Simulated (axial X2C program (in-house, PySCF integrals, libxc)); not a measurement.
# Ω levels of HoH⁺ from open-shell CI on f10 s1

Calculated with an in-house all-electron X2C program for linear molecules (integrals from PySCF): two-component X2C with atomic mean-field Coulomb and Gaunt terms, basis Ho dyall-v2z, H dyall-v2z (cores contracted in-house). Orbitals come from Hartree–Fock averaged over the configuration Ho f10 s1; CI then distributes these electrons over the f, s shells of Ho.

R = 1.885 Å (near the minimum of the configuration average).

Active spinors (ω > 0):

| shell | ω | ε (eV) | character |
| --- | --- | --- | --- |
| f | 5/2 | -20.21 | 100% Ho f |
| f | 3/2 | -20.11 | 100% Ho f |
| f | 1/2 | -20.01 | 100% Ho f |
| f | 7/2 | -19.23 | 100% Ho f |
| f | 5/2 | -19.14 | 100% Ho f |
| f | 3/2 | -19.07 | 100% Ho f |
| f | 1/2 | -18.99 | 100% Ho f |
| s | 1/2 | -8.53 | 64% Ho s, 27% Ho d, 7% Ho p |

Lowest levels of this model:

| Ω | energy (cm⁻¹) | g∥ | configuration |
| --- | --- | --- | --- |
| 17/2 | 0 | 21.91 | 100% f10 s1 |
| 15/2 | 333 | 19.14 | 100% f10 s1 |
| 13/2 | 499 | 16.60 | 100% f10 s1 |
| 11/2 | 571 | 14.08 | 100% f10 s1 |
| 9/2 | 615 | 11.51 | 100% f10 s1 |
| 7/2 | 661 | 8.92 | 100% f10 s1 |
| 5/2 | 712 | 6.34 | 100% f10 s1 |
| 3/2 | 757 | 3.78 | 100% f10 s1 |
| 1/2 | 785 | 1.26 | 100% f10 s1 |
| 15/2 | 2148 | 18.30 | 100% f10 s1 |
| 13/2 | 2273 | 15.75 | 100% f10 s1 |
| 11/2 | 2329 | 13.30 | 100% f10 s1 |
| 9/2 | 2371 | 10.88 | 100% f10 s1 |
| 7/2 | 2426 | 8.45 | 100% f10 s1 |
| 5/2 | 2493 | 6.02 | 100% f10 s1 |
| 3/2 | 2554 | 3.61 | 100% f10 s1 |
| 1/2 | 2590 | 1.20 | 100% f10 s1 |
| 15/2 | 5571 | 18.33 | 100% f10 s1 |
| 13/2 | 5707 | 15.45 | 100% f10 s1 |
| 11/2 | 5823 | 12.98 | 100% f10 s1 |
| 9/2 | 5910 | 10.71 | 100% f10 s1 |
| 7/2 | 5976 | 8.37 | 100% f10 s1 |
| 5/2 | 6034 | 5.97 | 100% f10 s1 |
| 3/2 | 6081 | 3.58 | 100% f10 s1 |
| 1/2 | 6108 | 1.19 | 100% f10 s1 |
| 13/2 | 6285 | 15.28 | 100% f10 s1 |
| 11/2 | 6358 | 12.79 | 100% f10 s1 |
| 9/2 | 6473 | 10.35 | 100% f10 s1 |
| 7/2 | 6570 | 8.01 | 100% f10 s1 |
| 5/2 | 6631 | 5.70 | 100% f10 s1 |

g∥ is the magnitude of 2⟨Lz + ge Sz⟩ for the +Ω component.

Q: From Ω and g∥ of the lowest level, whose 2⟨Lz + ge Sz⟩ is positive, find ⟨Sz⟩ and ⟨Lz⟩ (ge = 2.0023).

A: Ω = ⟨Lz⟩ + ⟨Sz⟩ = 17/2 and ⟨Lz⟩ + ge⟨Sz⟩ = 10.955, so ⟨Sz⟩ = 2.45 and ⟨Lz⟩ = 6.05.

Occupations of the active spinors in the lowest level by ω, shell by shell in order of energy: -7/2: 0.00; -5/2: 0.93 0.07; -3/2: 0.85 0.15; -1/2: 0.76 0.24 0.00; 1/2: 1.00 1.00 1.00; 3/2: 1.00 1.00; 5/2: 1.00 1.00; 7/2: 1.00. The leading determinant has weight 0.60 among 34.

This point took 0.5 s on 1 thread of AMD EPYC 7R43 64-Core Processor (Zen 3), with other jobs on the host.

Dynamic correlation is missing, so gaps between terms are too wide and other configurations may lie lower; the lowest level listed is that of this model, not necessarily the ground state. At most 4 roots were kept for each Ω > 0 (twice that for Ω = 0) within 2.2 eV of the lowest, so higher up levels can be missing between those listed; levels with Ω > 0 are doubly degenerate and listed once, Ω = 0 levels singly.
